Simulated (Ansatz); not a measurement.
Species: GaF (charge 0, triplet). This is an excited triplet: at this geometry the singlet lies 3.72 eV lower at CCSD(T)/CBS(aug-cc-pVTZ,aug-cc-pVQZ). 
Geometry from a B3LYP-D3(BJ)/def2-TZVP (Ansatz, a first-principles code) optimisation:
```xyz
2

Ga     0.0000     0.0000    -0.4008
F      0.0000     0.0000     1.3806
```
Charge 0, spin multiplicity 3.

Parts of the frozen-core correlation energy in cc-pVDZ (Ansatz, hartree). Frozen orbitals: 15; correlated occupied orbitals by spin: 6 and 4; virtual: 20 and 22. Open shells are spin-unrestricted. Spin-orbit coupling is left out. Non-relativistic.

| term | value |
|---|---|
| reference (HF) | -2022.60422 |
| MP2 opposite-spin | ? |
| MP2 same-spin | -0.06146 |
| CCSD correlation | ? |
| (T) | ? |
| CCSDT minus CCSD(T) | -0.00047 |
| CCSDT(Q) minus CCSD(T) | -0.00109 |
| T1 diagnostic | 0.023 |
| largest doubles amplitude | 0.039 |
| <S^2> of the reference | 2.004 |

**Question.** Some entries are withheld; supply them.

**Answer.** 
- MP2 opposite-spin, value: -0.15536
- CCSD correlation, value: -0.22058
- (T), value: -0.00437
